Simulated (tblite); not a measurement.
Compound: C3H4F3O (charge -1).
Bonds: O1–C2, C2–C3, C3–C4, C4–F5, C4–F6, C4–F7. Hydrogens: H8, H9 on C2; H10, H11 on C3.

Computed with GFN2-xTB (tblite), gas phase: nudged elastic band of 9 images (0 to 8), spring 0.2 eV/Å², climbing image at the end, force threshold 0.05 eV/Å. The top image wasn't refined or checked by frequencies; at this threshold it can lie a kcal/mol or more above the true saddle point of the method.

Path: rotation about C3–C4 (chain CH2 carbon, CF3 carbon), followed by the dihedral C2–C3–C4–F5. Start geometry (image 0):
```
atom  x, y, z in Å
O1      2.470   -0.344   -0.084
C2      1.375    0.309    0.056
C3      0.038   -0.627   -0.130
C4     -1.238    0.111    0.024
F5     -1.421    0.673    1.236
F6     -2.364   -0.680   -0.136
F7     -1.426    1.105   -0.868
H8      1.200    1.153   -0.692
H9      1.208    0.789    1.079
H10     0.078   -1.066   -1.127
H11     0.084   -1.420    0.615
```

The converged band, energies from image 0, some withheld:

```csv
image,dihedral (°),C2–C3 (Å),C3–C4 (Å),C4–F5 (Å),C2–C3–C4 (°),C3–C4–F5 (°),E (kcal/mol)
0,-61,1.643,1.482,1.349,113.9,114.7,0.00
1,-44,1.642,1.484,1.348,113.7,115.5,0.38
2,-28,1.641,1.488,1.348,114.0,116.0,?
3,-12,1.640,1.491,1.348,114.3,116.3,?
4,4,1.640,1.492,1.349,114.4,116.3,?
5,19,1.640,1.490,1.348,114.4,116.2,1.53
6,35,1.641,1.486,1.348,114.1,115.7,0.82
7,49,1.642,1.483,1.348,113.8,115.1,?
8,61,1.644,1.481,1.348,113.4,114.7,0.00
```

Question: Estimate the withheld energies, and name the highest image.

Answer: image 2: 1.12 kcal/mol; image 3: 1.74 kcal/mol; image 4: 1.90 kcal/mol; image 7: 0.20 kcal/mol. The highest is image 4.

Question: Between which neighbours does the energy rise most, and fall most?

Answer: It rises most from image 1 to 2 (+0.74 kcal/mol) and falls most from image 5 to 6 (-0.71 kcal/mol).

Question: Give the height of the top above the start in other units, and in kT at 298.15 K.

Answer: 0.0823 eV = 1.90 kcal/mol = 7.9 kJ/mol = 664 cm⁻¹, or 3.2 kT.

Question: What forces remain on the atoms at the highest image?

Answer: 
```
atom  x, y, z in Å  |  force x, y, z in eV/Å
O1      2.473   -0.372   -0.009   -0.001  -0.021  -0.004
C2      1.371    0.227    0.257   -0.012   0.019   0.010
C3      0.049   -0.555   -0.317    0.007   0.013   0.005
C4     -1.245    0.135   -0.041   -0.020  -0.003  -0.010
F5     -1.164    1.335    0.570   -0.001   0.000  -0.003
F6     -2.092   -0.581    0.752   -0.012  -0.014   0.003
F7     -1.981    0.391   -1.164   -0.017  -0.014  -0.006
H8      1.251    1.274   -0.186    0.037  -0.001   0.010
H9      1.124    0.355    1.366    0.023   0.010  -0.001
H10     0.184   -0.662   -1.392   -0.003   0.010  -0.004
H11     0.036   -1.545    0.138   -0.001  -0.001  -0.001
```

The largest is 0.038 eV/Å, against the threshold of 0.05 eV/Å on the band's forces.

The cost below is that of the whole band run. Hardware: Intel Xeon Platinum 8559C, one thread, shared host. Cost: 1.3 s of wall time, 0.18 GiB resident at most.
